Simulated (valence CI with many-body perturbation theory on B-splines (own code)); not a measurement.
Zr II: calculated level list

Level of theory: valence CI with perturbative core correlation (CI+MBPT): three valence electrons over a frozen Dirac-Fock core [Kr], a basis of 7 s, 7 p, 8 d, 6 f, 4 g, 1 h functions for each j, with the one-electron correlation potential Σ1, the two-electron term Σ2, the three-electron term Σ3, Breit, model QED; selected CI, second order for the rest, scaled by the run's own slope (own B-spline code, finite nucleus).

Against 29 measured levels this calculation errs by 246 cm⁻¹ on average and by 602 at most. These come from a selection out of the NIST Handbook of Basic Atomic Spectroscopic Data. Levels without a partner in it may be off by more, other configurations by 1,000 to 4,000 cm⁻¹.

Levels 91 to 135 of 238, with energies above the lowest level, 4d²5s ⁴F_3/2. "Leading %" is the weight of the configuration and term that name the level; weights of strongly mixed levels are sums over their largest components and can fall short. In the jj column 3d3/2^4 stands for four electrons in 3d with j = 3/2.

```
No.  Configuration  Term     J  E (cm⁻¹)  Leading %                Leading jj  Second component
 91         4d5s5p   ⁴P°   5/2     43521         50  4d3/2 4d5/2 5p3/2 (30 %)    39 % 4d²5p ⁴P°
 92          4d²5p   ²D°   3/2     45495         43      4d5/2^2 5p1/2 (19 %)   31 % 4d5s5p ²D°
 93          4d²5p   ²D°   5/2     45639         51     4d5/2 5s 5p3/2 (24 %)   36 % 4d5s5p ²D°
 94         4d5s5p   ²P°   3/2     46047         51     4d5/2 5s 5p3/2 (45 %)    14 % 4d²5p ²P°
 95         4d5s5p   ²P°   1/2     46408         53     4d5/2 5s 5p3/2 (48 %)    24 % 4d²5p ²P°
 96         4d5s5p   ²F°   5/2     48400         70     4d5/2 5s 5p1/2 (38 %)    22 % 4d²5p ²F°
 97         4d5s5p   ²F°   7/2     48835         71     4d3/2 5s 5p3/2 (34 %)    23 % 4d²5p ²F°
 98          4d²5p   ²P°   1/2     53295         56      4d5/2^2 5p1/2 (40 %)   27 % 4d5s5p ²P°
 99          4d²5p   ²P°   3/2     53605         58      4d5/2^2 5p3/2 (30 %)   23 % 4d5s5p ²P°
100         4d5s5p   ²D°   3/2     56208         69     4d3/2 5s 5p3/2 (44 %)    15 % 4d²5p ²D°
101         4d5s5p   ²D°   5/2     56983         56     4d5/2 5s 5p3/2 (27 %)   10 % 4d5s5p ²F°
102         4d5s5p   ²F°   5/2     57557         54     4d3/2 5s 5p3/2 (26 %)    13 % 4d²5p ²F°
103         4d5s5p   ²F°   7/2     58308         70     4d5/2 5s 5p3/2 (48 %)    15 % 4d²5p ²F°
104          4d²6s    ⁴F   3/2     59132         95         4d3/2^2 6s (72 %)                  
105          4d²6s    ⁴F   5/2     59386         85         4d3/2^2 6s (55 %)     10 % 4d²6s ²F
106          4d²6s    ⁴F   7/2     59910         90     4d3/2 4d5/2 6s (90 %)      5 % 4d²6s ²F
107          4d²6s    ²F   5/2     60440         83     4d3/2 4d5/2 6s (76 %)     10 % 4d²6s ⁴F
108          4d²6s    ⁴F   9/2     60589         96         4d5/2^2 6s (73 %)                  
109          4d²6s    ²F   7/2     61375         88         4d5/2^2 6s (66 %)      5 % 4d²6s ⁴F
110         4d5s5p   ²P°   1/2     61638         54     4d3/2 5s 5p3/2 (39 %)    28 % 4d²5p ²P°
111         4d5s5p   ²P°   3/2     62675         53     4d5/2 5s 5p3/2 (32 %)    27 % 4d²5p ²P°
112          4d²5d    ⁴G   5/2     62857         75      4d3/2^2 5d3/2 (66 %)     18 % 4d²5d ²F
113          4d²5d    ⁴H   7/2     63119         55      4d3/2^2 5d3/2 (42 %)     38 % 4d²5d ⁴G
114          4d²5d    ⁴D   1/2     63204         80      4d3/2^2 5d3/2 (54 %)     14 % 4d²5d ²P
115          4d²5d    ⁴G   7/2     63386         55  4d3/2 4d5/2 5d3/2 (51 %)     36 % 4d²5d ⁴H
116          4d²5d    ²F   5/2     63425         58      4d3/2^2 5d5/2 (45 %)     17 % 4d²5d ⁴G
117          4d²5d    ⁴D   3/2     63471         89      4d3/2^2 5d5/2 (45 %)                  
118          4d²5d    ⁴H   9/2     63492         55      4d3/2^2 5d5/2 (37 %)     39 % 4d²5d ⁴G
119          4d²5d    ⁴G   9/2     63883         54  4d3/2 4d5/2 5d3/2 (41 %)     39 % 4d²5d ⁴H
120          4d²5d    ⁴D   5/2     63900         74  4d3/2 4d5/2 5d5/2 (78 %)     15 % 4d²5d ²F
121          4d²5d    ²F   7/2     63934         63  4d3/2 4d5/2 5d3/2 (41 %)     24 % 4d²5d ⁴D
122          4d²5d    ⁴H  11/2     64010         58  4d3/2 4d5/2 5d5/2 (79 %)     36 % 4d²5d ⁴G
123          4d²5d    ²P   1/2     64201         63  4d3/2 4d5/2 5d5/2 (38 %)     15 % 4d²5d ⁴P
124          4d²5d    ⁴G  11/2     64417         58      4d5/2^2 5d5/2 (38 %)     37 % 4d²5d ⁴H
125          4d²5d    ⁴D   7/2     64510         69      4d5/2^2 5d5/2 (51 %)     20 % 4d²5d ²F
126          4d²5d    ⁴H  13/2     64742         96      4d5/2^2 5d5/2 (74 %)                  
127          4d²5d    ²P   3/2     64801         46  4d3/2 4d5/2 5d3/2 (52 %)     36 % 4d²5d ⁴P
128          4d²5d    ⁴P   1/2     64848         69  4d3/2 4d5/2 5d5/2 (54 %)     13 % 4d²5d ²P
129          4d²6s    ²D   3/2     65231         60     4d3/2 4d5/2 6s (32 %)     16 % 4d²5d ⁴P
130          4d²6s    ²D   5/2     65258         74     4d3/2 4d5/2 6s (40 %)     7 % 4d5s6s ²D
131          4d²5d    ²G   7/2     65408         81  4d3/2 4d5/2 5d5/2 (35 %)      8 % 4d²5d ²F
132          4d²5d    ²P   3/2     65523         34      4d5/2^2 5d5/2 (34 %)     29 % 4d²5d ⁴P
133          4d²5d    ⁴P   5/2     65690         70      4d5/2^2 5d3/2 (37 %)      8 % 4d²6s ²D
134          4d²5d    ⁴F   3/2     65812         71      4d3/2^2 5d3/2 (40 %)     14 % 4d²5d ²D
135          4d²5d    ²H   9/2     65933         92  4d3/2 4d5/2 5d3/2 (35 %)
```

Names give the largest LS component (configuration and term), which can be under half, so a name can repeat, a term be missing and a line seem to break the LS rules; names also repeat where a configuration has a term twice.

Where two levels of one J and parity lie close, their mixing, g and order are uncertain.
